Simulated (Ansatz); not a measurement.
The same group exchange along the group O, Se, Te.

Computed with Ansatz on PBE0-D4/def2-TZVP structures; ΔE is electronic, products minus reactants. CBS: MP2 limit from def2 TZ/QZ plus the TZ coupled-cluster correction, frozen cores. Double bonds are as drawn, so ΔE can hold a change between cis and trans. Functionals use def2-TZVPP. def2 core potentials past Kr. For Se, Te outer-core shells are correlated without core-valence functions, which leaves a few kJ/mol of doubt a bond. Scalar relativity is left out up to krypton. One conformer a species, not always the lowest.

```csv
reaction,CCSD(T)/CBS(def2) (eV)
`COC` + `N/C=N/BF` → `COBF` + `C/N=C\N`,?
`C[Se]C` + `N/C=N/BF` → `C[Se]BF` + `C/N=C\N`,0.53
`C[Te]C` + `N/C=N/BF` → `C[Te]BF` + `C/N=C\N`,0.82
```

Question: Fill in the missing values. (Estimate.)

Answer: Computed: `COC` + `N/C=N/BF` → `COBF` + `C/N=C\N`: -0.70 eV.

Largest T1 diagnostic: 0.014, for `N/C=N/BF`.
